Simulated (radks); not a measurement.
Results of a calculation; reference values are marked as such.
Task: These are the eigenvalues of the occupied orbitals of an atom or ion with whole-number occupations (eV). Level of theory: scalar-relativistic Kohn-Sham, BLYP, spin-unpolarised, spherical densities, finite nucleus; Fermi nuclear charge, rms radius of each element as measured or else 0.836 A^(1/3) + 0.57 fm (a radial shooting solver on a logarithmic mesh with Libxc functionals).

1s: -3374.951
2s: -517.0941
2p: -454.5799

Which element is it, and in what charge state? The configuration may be excited.

Result: Z = 18, argon, charge +9: Ar9+ in [He] 2s2 2p5. The list shows which subshells hold electrons but not how many an open one holds; the 1s level, -124.03 hartree, gives Z - s = 15.7 by -(Z - s)^2/2, which with screening and relativity narrows Z to a few neighbours, and the depths of the outer levels then fix element, charge and occupations together.
